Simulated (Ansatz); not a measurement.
The pair A = AlH3 (SMILES [AlH3]) (first 4 atoms), B = CH2O (SMILES C=O); geometry from B3LYP-D3(BJ)/def2-TZVP.
(charge 0, multiplicity 1):
```xyz
8

Al     0.1542     0.3326     0.9096
H      1.0586     1.6346     1.0034
H     -1.3715     0.4540     1.3850
H      0.4996    -0.7749    -0.1750
C      0.0716    -0.9197     3.5082
O      0.7839    -0.6257     2.5696
H     -0.9969    -0.6684     3.5019
H      0.5000    -1.4419     4.3716
```

Correlated levels freeze the cores. MP2 and its Hartree–Fock in aug-cc-pV(Q+d)Z, aug-cc-pV(T+d)Z are density fitted.

Programs: Ansatz (an electronic-structure program) with Gaussian orbitals. 

The counterpoise-corrected interaction energy is E(AB) − E(A in the pair's basis) − E(B in the pair's basis). Total energies (hartree):

```json
[
 {"level": "HF/aug-cc-pV(T+d)Z", "AB": "-357.5887685", "A in the pair's basis": "-243.6410399", "B in the pair's basis": "-113.9129999"},
 {"level": "MP2/aug-cc-pV(T+d)Z", "AB": "-358.0903116", "A in the pair's basis": "-243.7375436", "B in the pair's basis": "-114.3168602"},
 {"level": "HF/aug-cc-pV(Q+d)Z", "AB": "-357.5993827", "A in the pair's basis": "-243.6437984", "B in the pair's basis": "-113.9202000"},
 {"level": "MP2/aug-cc-pV(Q+d)Z", "AB": "-358.1309916", "A in the pair's basis": "-243.7452453", "B in the pair's basis": "-114.3485697"},
 {"level": "CCSD(T)/aug-cc-pV(T+d)Z", "AB": "-358.1418856", "A in the pair's basis": "-243.7624764", "B in the pair's basis": "-114.3433408"}
]
```

**Question.** Work out the counterpoise-corrected interaction energy at the basis-set limit: extrapolate the MP2 correlation part as X⁻³, take Hartree–Fock from the larger set, and add the CCSD(T) − MP2 difference of aug-cc-pV(T+d)Z.

**Answer.** 
1. Differences (1 hartree = 627.509 kcal/mol): HF/aug-cc-pV(T+d)Z -21.793; MP2/aug-cc-pV(T+d)Z -22.532; HF/aug-cc-pV(Q+d)Z -22.204; MP2/aug-cc-pV(Q+d)Z -23.329; CCSD(T)/aug-cc-pV(T+d)Z -22.633.
2. Correlation parts, MP2 less HF: -0.740 in aug-cc-pV(T+d)Z (X = 3), -1.125 in aug-cc-pV(Q+d)Z (X = 4).
3. Limit (4³·(-1.125) − 3³·(-0.740))/(4³ − 3³) = -1.405; with HF/aug-cc-pV(Q+d)Z it gives -23.609.
4. CCSD(T) less MP2 in aug-cc-pV(T+d)Z: -0.101.
Result: -23.71 kcal/mol, against -22.53 at MP2/aug-cc-pV(T+d)Z. It is an estimate of this method's limit, not of the exact value.
